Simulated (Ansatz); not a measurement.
`[F][In]([SH])[Br]` + HBr → `[SH][In]([Br])[Br]` + H–F at 600 K and 1 bar (ligand exchange at the In–F bond).

Gas-phase electronic energies from Ansatz, PBE0-D4/def2-TZVP geometries. CCSD(T)/CBS is the MP2 limit (def2-TZVPP, def2-QZVPP) plus CCSD(T) − MP2 in def2-TZVPP, frozen cores. This one scheme is used for every species. def2 core potentials past Kr. For Br, In outer-core shells are correlated without core-valence functions, which leaves a few kJ/mol of doubt a bond. Scalar relativity is left out up to krypton. Each species was taken in one conformer, which may not be the lowest.

```tsv
species	CCSD(T)/CBS energy (Eh)	H − E (kJ/mol)	S (J/(mol·K))
`[F][In]([SH])[Br]`	-3261.42177	78.8	431.4
HBr	-2573.91920	33.5	219.1
`[SH][In]([Br])[Br]`	-5734.97677	78.0	454.5
H–F	-100.39570	42.3	194.0
```

H − E and S are ideal-gas, rigid-rotor, harmonic terms from PBE0-D4/def2-TZVP, for one conformer and one mirror image of each species. 1 Eh = 2625.50 kJ/mol, R = 8.31446 J/(mol·K).

Problem. By hand: ΔE, ΔH, ΔS and ΔG.

Solution. ΔE = (-5734.97677) + (-100.39570) − (-3261.42177) − (-2573.91920) = -0.03150 Eh = -82.7 kJ/mol. Δ(H − E) = 78.0 + 42.3 − 78.8 − 33.5 = 8.0, so ΔH = -74.7 kJ/mol. ΔS = 454.5 + 194.0 − 431.4 − 219.1 = -2.0 J/(mol·K). ΔG = -74.7 − 600 × (-2.0)/1000 = -73.5 kJ/mol.

Problem. By hand: the equilibrium constant, and the temperature at which ΔG would vanish if ΔH and ΔS stayed fixed.

Solution. log₁₀ K = −ΔG/(RT ln 10) = 6.4. ΔG = 0 at ΔH/ΔS = 37350 K, far beyond where these terms or the molecules hold.

The number of gas molecules stays the same, so ΔS is small and ΔH decides. A doubt of 5 kJ/mol in ΔE shifts log₁₀ K by 0.4 here. Other conformers and mirror images would add mixing entropy, several J/(mol·K) or more a flexible species. These are equilibria of isolated gas molecules and say nothing of rates. Largest T1 diagnostic: 0.013 (customary marks: 0.02 for closed shells, 0.045 for open ones).
